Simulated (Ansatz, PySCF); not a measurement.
Cr(CO) (CCrO), SMILES [O+]#[C-]->[Cr] (connectivity only; charge and spin as stated), neutral, multiplicity 7. Atoms are numbered in the order given.

```xyz
3

Cr     0.0010     1.1333     0.0000
O      0.1856    -2.0418     0.0000
C     -0.4190    -1.0734     0.0000
```
Charge 0, spin multiplicity 7.

Geometry: B3LYP-D3(BJ)/def2-TZVP. The multiplicity is an assumed one; other spin states were not compared.

Two levels are set side by side: PBE-D3(BJ)/def2-TZVP (Ansatz, a first-principles code) and B3LYP-D3(BJ)/def2-TZVP (Ansatz). Each level has its own optimised geometry; the coordinates shown are those of the second. Frequencies come from the Hessian of PySCF at each geometry. Differences are taken from unrounded values.

| quantity | B3LYP-D3(BJ) | PBE-D3(BJ) | PBE-D3(BJ) minus B3LYP-D3(BJ) |
|---|---|---|---|
| mean bond length (Å) | 1.694 | 1.653 | -0.041 |
| bond Cr1–C3 (Å) | 2.246 | 2.147 | -0.099 |
| bond O2–C3 (Å) | 1.142 | 1.158 | 0.017 |
| highest harmonic wavenumber (cm⁻¹) | 2027 | 1940 | -87 |
| mean harmonic wavenumber (cm⁻¹) | 819 | 813 | -6 |
| zero-point energy (kcal/mol) | 3.51 | 3.49 | -0.02 |
